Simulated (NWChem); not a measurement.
GeH₄TeSe; SMILES [SeH][Te][GeH3]

```xyz
7

Te     1.0047    -0.0183     0.0059
Se    -0.7273    -1.8800     0.0263
H     -0.8481    -1.9904    -1.4384
Ge    -0.7346     1.8784     0.0068
H     -1.6261     1.7574     1.2527
H      0.0535     3.2027     0.0355
H     -1.5867     1.7952    -1.2706
```
Atoms are numbered in this order, from 1.

Program: NWChem. Geometry: optimised at PBE0/def2-SVP. No frequency run checked for a minimum. def2 effective core potentials on Te; no spin-orbit coupling. Level M06-2X/def2-SVP: energy and gradient on several grids; changes count from the extra-fine grid, which is no exact limit either.

| grid | size of the energy change (μHa) | largest change of a gradient component (μHa/bohr) | time, medium = 1 (rough) |
|---|---|---|---|
| xcoarse | 3000 | 5000 | about 1 |
| coarse | 80 | 800 | about 1 |
| medium | 40 | 300 | about 1 |
| fine | < 10 | 80 | about 1 |
| xfine | < 10 | < 30 | 2 |
